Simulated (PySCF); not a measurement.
PySCF input file for NSi, SMILES [Si]#N, multiplicity 2, PBE/pcH-1. Geometry: PBE0-D3(BJ)/def2-TZVPD.

```python
import numpy as np
from pyscf import gto, scf, dft
from pyscf.prop.hfc import uks as hfc
from pyscf.prop.gtensor import uks as gtensor

mol = gto.M(
    atom='''
    Si    0.00000000    0.00000000   -0.52124517
    N     0.00000000    0.00000000    1.04249034
    ''',
    basis='pcH-1',
    charge=0,
    spin=1,
    max_memory=1600,
    verbose=3,
)
mf = dft.UKS(mol, xc='pbe')
mf.grids.level = 3
mf.conv_tol = 1e-10
mf.max_cycle = 100
mf.kernel()
fine, coarse = mf.grids, dft.Grids(mol).set(level=1).build(with_non0tab=True)
for _ in range(3):  # follow internal instabilities
    mf.grids = coarse
    mo, _, stable, _ = mf.stability(return_status=True, nroots=4)
    mf.grids = fine
    if stable:
        break
    mf.kernel(mf.make_rdm1(mo, mf.mo_occ))
A = hfc.HFC(mf).make_fcdip(mf.make_rdm1())  # Fermi contact and dipolar terms, MHz
print('atom   A(iso)/MHz   principal dipolar parts/MHz')
for i, a in enumerate(A):
    w = np.linalg.eigvalsh((a + a.T) / 2)
    print(f'{mol.atom_symbol(i):2s}{i + 1:3d} {w.mean():12.2f}', (w - w.mean()).round(2))
gt = gtensor.GTensor(mf)
gt.dia_soc2e, gt.para_soc2e, gt.so_eff_charge = None, None, True
gt.max_cycle_cphf = 60
g = gt.kernel()
```

Program output:

```

WARN: HOMO -0.263263737304061 >= LUMO -0.263263737304045

converged SCF energy = -343.909164478544  <S^2> = 0.75903277  2S+1 = 2.0090125
<class 'pyscf.dft.uks.UKS'> wavefunction is stable in the internal stability analysis
atom   A(iso)/MHz   principal dipolar parts/MHz
Si  1        58.79 [-144.56   72.28   72.28]
N   2        48.24 [-31.33 -31.33  62.66]
SOC(1e)/OZ [-1.06761231e-02 -1.06761231e-02 -1.40043295e-17]
free electron g 2.00231930436182
g-tensor total [1.99153368 1.99153368 2.00216899]
g-shift (ppt) [-10.78562925 -10.78562925  -0.15031771]
```

The calculation finished and met its thresholds.
